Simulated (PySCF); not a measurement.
Computed IR spectrum (relative IR intensity) of a molecule C5H6O. Geometry: PBE-D3(BJ)/def2-SVP. Other conformers were not sampled. All values below come from PBE-D3(BJ)/def2-SVP run with PySCF. Frequencies are harmonic and unscaled.

| ν (cm⁻¹) | relative intensity |
|---|---|
| 36 | 2.6 |
| 317 | 4.2 |
| 341 | 3.8 |
| 480 | 2.3 |
| 535 | 8.8 |
| 640 | 20 |
| 652 | 19 |
| 748 | 2.1 |
| 947 | 3.2 |
| 1147 | 6.4 |
| 1179 | 49 |
| 1227 | 4.5 |
| 1312 | 28 |
| 1373 | 10.0 |
| 1388 | 6.3 |
| 1785 | 100 |
| 2165 | 3.8 |
| 2957 | 3.4 |
| 3115 | 2.1 |
| 3407 | 38 |

**Question.** Which molecule gave these data?
(A) C#C/C=C\OC
(B) C#CC(=C)OC
(C) C#CCC(C)=O
(D) C=C1COC1=C

**Answer.** C, C#CCC(C)=O
